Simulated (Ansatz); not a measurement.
`C[SiH2][AlH][F]` + `[CH3][SnH2][C]#N` → `[CH3][AlH][SiH2]C` + `N#[C][SnH2][F]` at 298.15 K and 1 bar (redistribution).

Isolated molecules relaxed with PBE0-D4/def2-TZVP in Ansatz; ΔE leaves out vibrations. CCSD(T)/CBS is the MP2 limit (def2-TZVPP, def2-QZVPP) plus CCSD(T) − MP2 in def2-TZVPP, frozen cores. def2 core potentials past Kr. For Sn outer-core shells are correlated without core-valence functions, which leaves a few kJ/mol of doubt a bond. Each species was taken in one conformer, which may not be the lowest.

```json
{"species": "`C[SiH2][AlH][F]`", "CCSD(T)/CBS energy (Eh)": "-672.62263", "H − E (kJ/mol)": "187.0", "S (J/(mol·K))": "360.8"}
{"species": "`[CH3][SnH2][C]#N`", "CCSD(T)/CBS energy (Eh)": "-347.81716", "H − E (kJ/mol)": "171.7", "S (J/(mol·K))": "345.6"}
{"species": "`[CH3][AlH][SiH2]C`", "CCSD(T)/CBS energy (Eh)": "-612.61439", "H − E (kJ/mol)": "276.1", "S (J/(mol·K))": "394.7"}
{"species": "`N#[C][SnH2][F]`", "CCSD(T)/CBS energy (Eh)": "-407.77206", "H − E (kJ/mol)": "79.2", "S (J/(mol·K))": "325.1"}
```

H − E and S are ideal-gas, rigid-rotor, harmonic terms from PBE0-D4/def2-TZVP, for one conformer and one mirror image of each species. 1 Eh = 2625.50 kJ/mol, R = 8.31446 J/(mol·K).

Task: By hand: ΔE, ΔH, ΔS and ΔG.

Result: ΔE = (-612.61439) + (-407.77206) − (-672.62263) − (-347.81716) = 0.05334 Eh = 140.0 kJ/mol. Δ(H − E) = 276.1 + 79.2 − 187.0 − 171.7 = -3.4, so ΔH = 136.6 kJ/mol. ΔS = 394.7 + 325.1 − 360.8 − 345.6 = 13.4 J/(mol·K). ΔG = 136.6 − 298.15 × (13.4)/1000 = 132.6 kJ/mol.

Task: By hand: the equilibrium constant, and the temperature at which ΔG would vanish if ΔH and ΔS stayed fixed.

Result: log₁₀ K = −ΔG/(RT ln 10) = -23.2. ΔG = 0 at ΔH/ΔS = 10194 K, far beyond where these terms or the molecules hold.

The number of gas molecules stays the same, so ΔS is small and ΔH decides. A doubt of 5 kJ/mol in ΔE shifts log₁₀ K by 0.9 here. Other conformers and mirror images would add mixing entropy, several J/(mol·K) or more a flexible species. Modes under 60 cm⁻¹, often nearly free rotors, make the harmonic entropy too high. These are equilibria of isolated gas molecules and say nothing of rates. Largest T1 diagnostic: 0.014 (customary marks: 0.02 for closed shells, 0.045 for open ones).
